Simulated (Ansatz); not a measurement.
`O[SiH2]N[SiH2]F`, relaxed with RKS PBE-D4/def2-SVP in the Gaussian-basis code of Ansatz from a rough embedded geometry. The force threshold is 0.03 eV/Å; the program also tests the step.

Total charge 0; spin multiplicity 1.

Start:

```xyz
11

O     0.800    1.653   -1.633
Si   -0.233    0.933   -0.666
N     0.692   -0.336   -0.045
Si   -0.264   -1.134    1.193
F    -1.396   -1.954    0.315
H     1.753    1.763   -1.300
H    -0.615    1.905    0.416
H    -1.352    0.415   -1.404
H     0.882   -0.931   -0.762
H     0.604   -2.105    1.783
H    -0.871   -0.208    2.104
```

Task: How much energy does the relaxation release, and in how many steps? (Estimate.)

Result: Computed: 27.85 kcal/mol, in 12 steps, 1 of them rejected.

Task: Which bonds change most? (Best estimate.)

Result: The calculation gave: O1–Si2 from 1.588 to 1.679 Å; N3–H9 from 0.950 to 1.027 Å; Si4–H10 from 1.429 to 1.499 Å; Si2–N3 from 1.688 to 1.757 Å.

Task: Give the relaxed structure. (Estimate.)

Result: Computed: 
```xyz
11

O     1.085    1.892   -1.397
Si   -0.253    0.972   -0.970
N     0.174   -0.598   -0.308
Si   -0.182   -1.227    1.269
F    -1.612   -2.032    1.316
H     1.689    2.103   -0.664
H    -1.085    1.617    0.104
H    -0.995    0.833   -2.262
H     0.601   -1.262   -0.965
H     0.870   -2.222    1.656
H    -0.293   -0.077    2.222
```
